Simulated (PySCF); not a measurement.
Excitations are Tamm–Dancoff values on a coarser integration grid. The basis has no diffuse functions, so Rydberg states are missing or too high.

Z-matrix (Å, degrees):
```
Si
F 1 1.6003
O 1 1.6232 2 109.04
H 3 0.9601 1 119.18 2 59.73
O 1 1.6232 2 109.04 3 -120.00
H 5 0.9601 1 119.17 2 59.72
O 1 1.6232 2 109.04 5 -120.00
H 7 0.9601 1 119.17 2 59.72
```
Charge 0, multiplicity 1.

**Question.** Estimate the dipole moment, HOMO, HOMO–LUMO gap, S1 oscillator strength, T1 excitation (TDA), LUMO, total energy and S1 excitation (TDA) that PBE-D3(BJ)/def2-TZVP // B3LYP-D3(BJ)/def2-TZVP (PySCF) returns for this input.

**Answer.** 
| Property | Value |
|---|---|
| dipole moment | 0.48 D |
| HOMO | -7.90 eV |
| HOMO–LUMO gap | 7.36 eV |
| S1 oscillator strength | 0.007 |
| T1 excitation (TDA) | 7.22 eV |
| LUMO | -0.54 eV |
| total energy | -16782.04 eV |
| S1 excitation (TDA) | 7.45 eV |
